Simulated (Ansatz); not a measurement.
Born–Oppenheimer molecular dynamics of H₁₂Si₅ (17 atoms, charge 0, multiplicity 1). It starts from a relaxed structure.

Level of theory: RKS B3LYP-D4/STO-3G in Ansatz.

- ensemble: NVT, Langevin thermostat
- time step: 0.5 fs
- steps asked: 150
- set temperature: 300 K
- friction: 1 /fs
- seed: 449339

First frame:

```xyz
17
Properties=species:S:1:pos:R:3
Si 0.001 0.000 0.001
Si 0.027 -0.162 2.251
H -1.313 -0.232 2.788
H 0.733 -1.346 2.684
H 0.679 0.979 2.852
Si 2.117 0.136 -0.769
H 2.890 -1.024 -0.387
H 2.146 0.225 -2.211
H 2.792 1.301 -0.246
Si -1.140 1.849 -0.607
H -2.512 1.792 -0.156
H -0.545 3.041 -0.046
H -1.159 2.006 -2.043
Si -1.002 -1.823 -0.873
H -2.346 -1.978 -0.365
H -1.087 -1.736 -2.313
H -0.272 -3.028 -0.551
```

How far do the bonds stretch over the last three quarters of this one trajectory? (Pairs bonded in most of those frames.)


| bond | mean (Å) | spread (Å) | shortest | longest |
| --- | --- | --- | --- | --- |
| Si1–Si2 | 2.255 | 0.032 | 2.22 | 2.32 |
| Si1–Si6 | 2.269 | 0.018 | 2.23 | 2.30 |
| Si1–Si10 | 2.258 | 0.015 | 2.23 | 2.28 |
| Si1–Si14 | 2.243 | 0.015 | 2.21 | 2.28 |
| Si2–H3 | 1.454 | 0.024 | 1.42 | 1.51 |
| Si2–H4 | 1.457 | 0.024 | 1.39 | 1.50 |
| Si2–H5 | 1.442 | 0.022 | 1.39 | 1.48 |
| Si6–H7 | 1.450 | 0.032 | 1.38 | 1.51 |
| Si6–H8 | 1.444 | 0.034 | 1.40 | 1.54 |
| Si6–H9 | 1.461 | 0.028 | 1.40 | 1.51 |
| Si10–H11 | 1.453 | 0.033 | 1.36 | 1.50 |
| Si10–H12 | 1.451 | 0.022 | 1.41 | 1.50 |
| Si10–H13 | 1.440 | 0.021 | 1.40 | 1.49 |
| Si14–H15 | 1.439 | 0.033 | 1.39 | 1.53 |
| Si14–H16 | 1.452 | 0.028 | 1.41 | 1.51 |
| Si14–H17 | 1.449 | 0.025 | 1.39 | 1.50 |

Mean temperature of the second half: 296 K. A run of 0.075 ps of so small a system gives no equilibrium averages. The friction is so strong that the motion is overdamped, so the time scale means little. Limits of this set-up: minimal basis.

The run took 12 min on 1 thread of Arm Neoverse V1, with other jobs on the host, peak memory 0.16 GiB.
